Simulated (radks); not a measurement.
Sr4+, configuration [Ar] 3d10 4s2 4p4. Calculated with a radial shooting solver on a logarithmic mesh with Libxc functionals: scalar-relativistic Kohn-Sham, r2SCAN, spin-polarised, spherical densities, finite nucleus; open shells are filled with parallel spins first (spin-orbit coupling, left out, can overturn this in heavy ions); meta-GGA in the generalised Kohn-Sham scheme; Fermi nuclear charge, rms radius 4.224 fm.

Local quantities along the radius. ELF = 1/(1 + alpha^2) is the electron localisation function; alpha = (tau - tau_W)/tau_unif compares the Pauli kinetic energy density with that of the uniform gas (summed over spins); -r V(r) is the screened charge that the Kohn-Sham potential of spin up presents (atomic units). tau is taken from the large components.

r (bohr),ELF,alpha,-r V(r)
0.002254,1.000,0.02076,37.67
0.002958,1.000,0.02175,37.56
0.003852,0.999,0.02345,37.41
0.005056,0.999,0.02628,37.22
0.006637,0.999,0.03083,36.96
0.008642,0.999,0.03803,36.63
0.01134,0.997,0.05066,36.20
0.01489,0.995,0.07391,35.65
0.01939,0.986,0.1188,34.98
0.02545,0.954,0.2203,34.13
0.03314,0.831,0.4507,33.11
0.04349,0.522,0.9577,31.69
0.05709,0.306,1.505,30.14
0.07434,0.388,1.256,28.41
0.09758,0.659,0.7196,26.45
0.1281,0.782,0.5280,24.10
0.1668,0.659,0.7195,21.59
0.2189,0.306,1.505,18.72
0.285,0.349,1.365,16.04
0.3741,0.693,0.6655,13.47
0.4911,0.776,0.5366,10.91
0.6395,0.589,0.8362,8.851
0.8394,0.217,1.899,7.239
1.093,0.416,1.184,6.382
1.435,0.815,0.4762,5.680
1.883,0.781,0.5297,5.181
2.452,0.400,1.224,4.385
3.218,0.032,5.494,4.058
4.224,0.000,49.76,4.065

On this mesh the ELF has minima near r = 0.057, 0.25, 0.84 bohr, which separate the shells, and maxima near 0.13 (0.78), 0.49 (0.78), 1.6 (0.83).
